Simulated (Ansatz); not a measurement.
Reaction (cleavage of the Si–Ge bond): `C[SiH](C)[GeH3]` + `BN` → `BN[SiH](C)C` + GeH₄

Isolated molecules relaxed with PBE0-D4/def2-TZVP in Ansatz; ΔE leaves out vibrations. CBS: MP2 limit from def2 TZ/QZ plus the TZ coupled-cluster correction, frozen cores. This one scheme is used for every species. Functionals use def2-TZVPP. B3LYP here is the variant with VWN-RPA as its local correlation; programs differ in this. For Ge outer-core shells are correlated without core-valence functions, which leaves a few kJ/mol of doubt a bond. Scalar relativity is left out up to krypton. Each species was taken in one conformer, which may not be the lowest.

`C[SiH](C)[GeH3]`:

Z-matrix (Å, degrees):
```
C
Si 1 1.875
H 1 1.092 2 111.2
H 1 1.093 2 110.6 3 120.0
H 1 1.093 2 110.9 3 -120.1
C 2 1.875 1 111.1 3 -178.9
Ge 2 2.383 1 109.9 3 59.2
H 2 1.493 1 109.1 3 -58.6
H 6 1.092 2 111.1 1 178.9
H 6 1.093 2 110.6 1 58.9
H 6 1.093 2 110.9 1 -60.9
H 7 1.541 2 111.8 1 -179.8
H 7 1.542 2 110.9 1 60.6
H 7 1.541 2 111.8 1 -59.1
```

`BN`:

Cartesian coordinates in Å:
```
B 0.608 0.090 -0.296
N -0.626 -0.093 0.305
H 0.980 1.204 -0.531
H 1.271 -0.869 -0.566
H -1.000 -0.999 0.530
H -1.234 0.667 0.558
```

`BN[SiH](C)C`:

```xyz
15

B     0.166   -2.278    0.473
N     0.075   -1.007    1.043
Si    0.314    0.562    0.292
C    -1.273    1.542    0.378
C     0.894    0.344   -1.461
H     0.452   -2.388   -0.685
H    -0.042   -3.247    1.147
H    -0.167   -0.982    2.025
H     1.351    1.283    1.087
H    -1.130    2.548   -0.026
H    -2.063    1.053   -0.197
H    -1.620    1.646    1.409
H     0.146   -0.172   -2.067
H     1.076    1.325   -1.909
H     1.821   -0.229   -1.508
```

GeH₄:

Cartesian coordinates in Å:
```
Ge 0.000 0.000 0.000
H 0.463 1.364 0.529
H 1.145 -0.664 -0.775
H -1.203 0.195 -0.932
H -0.405 -0.895 1.179
```

```
             level  ΔE (kJ/mol)  difference from CCSD(T)/CBS
            PBE-D4        -17.7                         15.5
           PBE0-D4        -22.7                         10.5
          B3LYP-D4        -31.8                          1.4
           ωB97X-V        -33.9                         -0.7
               PBE        -16.4                         16.8
             B3LYP        -29.8                          3.4
    MP2/def2-TZVPP        -37.1                         -3.9
SCS-MP2/def2-TZVPP        -39.6                         -6.4
   CCSD/def2-TZVPP        -35.7                         -2.5
CCSD(T)/def2-TZVPP        -34.5                         -1.3
     HF/def2-QZVPP        -49.2                        -16.0
    MP2/def2-QZVPP        -37.0                         -3.8
SCS-MP2/def2-QZVPP        -40.0                         -6.8
      HF/CBS(def2)        -49.5                        -16.3
     MP2/CBS(def2)        -35.7                         -2.5
    CCSD/CBS(def2)        -34.4                         -1.2
       CCSD(T)/CBS        -33.2                            0
```

Largest T1 diagnostic among the species: 0.012.

From PBE to PBE0 (25 % exact exchange), in def2-TZVPP and without D4, ΔE moves by −5.4 kJ/mol. In def2-TZVPP, CCSD(T) changes the Hartree–Fock value by +12.6 kJ/mol (the triples alone add +1.2 kJ/mol) and MP2 by +10.0 kJ/mol.
